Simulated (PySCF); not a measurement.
ZrOI₂: one-bond stretch

These are results of PySCF, PBE0, basis Zr def2-SVP with ECP28, O def2-SVP, I def2-SVP with ECP28 (scalar-relativistic core potentials, no spin–orbit coupling, density fitting), not measurements.

Rigid scan from the singlet minimum (Zr–I 2.742 Å (×2), Zr–O 1.720 Å; I–Zr–I 124.7°, I–Zr–O 113.1° (×2)). Coordinate: the bond from Zr to the last atom (I) scaled, the rest fixed. Energies in kJ/mol from the minimum.

Predict the curve at 0.92, 0.96, 1.00, 1.05, 1.12, 1.20, 1.35, 1.55, 1.80, 2.20.


| scale of one bond | E (kJ/mol) | dipole size (D) |
| --- | --- | --- |
| 0.92 | 29.8 | 3.02 |
| 0.96 | 6.5 | 2.82 |
| 1.00 | 0.0 | 2.74 |
| 1.05 | 7.5 | 2.82 |
| 1.12 | 35.0 | 3.24 |
| 1.20 | 77.6 | 3.99 |
| 1.35 | 162.7 | 5.65 |
| 1.55 | 258.7 | – |
| 1.80 | 340.2 | – |
| 2.20 | 403.6 | – |

At long bonds a restricted determinant can lie too high, and another spin state can fall below this curve.

Other isomers or separated fragments may lie lower.

The scan took 22 s on 2 threads of a shared Arm Neoverse V1 host; the process peaked at 1.1 GiB.
